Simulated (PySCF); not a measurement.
AsGeH₁₀NSi₂.
Atom-mapped SMILES: `[SiH3:1][N:2]([SiH3:3])[GeH2:4][AsH2:5]` (hydrogens: H6, H7, H8 on Si1; H9, H10, H11 on Si3; H12, H13 on Ge4; H14, H15 on As5)

A GFN2-xTB structure was refined with PBE0-D3(BJ)/def2-SVP geometry optimisation, gas phase (PySCF). Its GFN2-xTB values:

| coordinate | GFN2-xTB |
| --- | --- |
| Si1–N2 | 1.732 Å |
| Si1–H6 | 1.465 Å |
| N2–Ge4 | 1.854 Å |
| Ge4–As5 | 2.384 Å |
| Ge4–H12 | 1.525 Å |
| As5–H14 | 1.501 Å |
| Si1–N2–Si3 | 121.5° |
| Si1–N2–Ge4 | 117.0° |
| N2–Ge4–As5 | 113.6° |
| Si3–N2–Ge4 | 116.6° |
| Si1–N2–Ge4–As5 | 81° |

**Question.** How do these coordinates change at the PBE0-D3(BJ)/def2-SVP level?

**Answer.** 
| coordinate | PBE0-D3(BJ)/def2-SVP (Å or °) | change |
| --- | --- | --- |
| Ge4–As5 | 2.427 | +0.043 |
| Si1–H6 | 1.495 | +0.030 |
| As5–H14 | 1.526 | +0.025 |
| Si1–N2 | 1.751 | +0.019 |
| Ge4–H12 | 1.540 | +0.015 |
| N2–Ge4 | 1.863 | +0.009 |
| Si3–N2–Ge4 | 118.6 | +2.0 |
| Si1–N2–Ge4 | 118.2 | +1.2 |
| N2–Ge4–As5 | 112.5 | -1.1 |
| Si1–N2–Si3 | 121.6 | +0.1 |
| Si1–N2–Ge4–As5 | 84 | +3 |

The energy falls by 0.198 eV over 12 energy and gradient evaluations, the largest force component goes from 0.0127 to 3.3e-04 Eh/bohr, and the atoms move by 0.182 Å rms after alignment. The bond that changes most is Ge4–As5 (ends: germanium bonded to As, N and 2 H; arsenic bonded to Ge and 2 H), which lengthens by 0.043 Å. Bonds longer at the end by more than 0.005 Å: 14 of 14; shorter: 0. Among the dihedrals that turn most is H13–Ge4–As5–H14, from 87° to 71°. Rotational constants go from 1792, 694.2, 664.3 to 1768, 663.0, 631.8 MHz.

The run used 164 basis functions and 77 SCF cycles in all. Hardware: one thread of an Arm Neoverse V1 (shared host). Cost: 3.6 min wall.

Stationary, but not proved a minimum. The numbers are those of one conformer.
